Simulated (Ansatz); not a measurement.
C4H8BN, SMILES `C=C=NB(C)C`, relaxed with RKS PBE0-D4/def2-TZVP in Ansatz 0.2.0 from a PBE-D4/def2-SVP geometry. The force threshold is 0.005 eV/Å; the program also tests the step.

Total charge 0; spin multiplicity 1.

Start:

```xyz
14

C    -1.158   -2.762   -1.313
C    -0.688   -1.640   -0.780
N    -0.259   -0.616   -0.293
B     0.238    0.572    0.272
C     0.941    1.637   -0.669
C     0.083    0.808    1.832
H    -1.627   -3.527   -0.678
H    -1.082   -2.938   -2.396
H     0.799    1.454   -1.752
H     2.035    1.629   -0.465
H     0.599    2.667   -0.430
H     1.032    1.181    2.272
H    -0.664    1.616    2.001
H    -0.250   -0.083    2.399
```

| step | energy (eV) | largest force (eV/Å) | largest move (Å) |
| --- | --- | --- | --- |
| 1 | -6439.4610 | 1.306 | 0.000 |
| 2 | -6439.5296 | 0.143 | 0.043 |
| 3 | -6439.5327 | 0.033 | 0.034 |
| 4 | -6439.5327 | 0.032 | 0.000 |
| 5 (rejected) | -6439.5244 | 0.342 | 0.082 |
| 6 | -6439.5331 | 0.053 | 0.040 |
| 7 | -6439.5333 | 0.021 | 0.013 |
| 8 | -6439.5333 | 0.011 | 0.001 |
| 9 | -6439.5333 | 0.002 | 0.001 |

End:

```xyz
14

C    -1.145   -2.730   -1.298
C    -0.681   -1.622   -0.771
N    -0.258   -0.614   -0.292
B     0.236    0.567    0.269
C     0.934    1.621   -0.666
C     0.080    0.799    1.817
H    -1.608   -3.478   -0.670
H    -1.067   -2.899   -2.363
H     0.791    1.434   -1.731
H     2.012    1.615   -0.468
H     0.594    2.635   -0.437
H     1.014    1.166    2.254
H    -0.660    1.590    1.987
H    -0.244   -0.084    2.370
```

Hardware: 4 threads of an Arm Neoverse V1 on a shared host. Wall time 42 s, peak host memory 0.62 GiB.
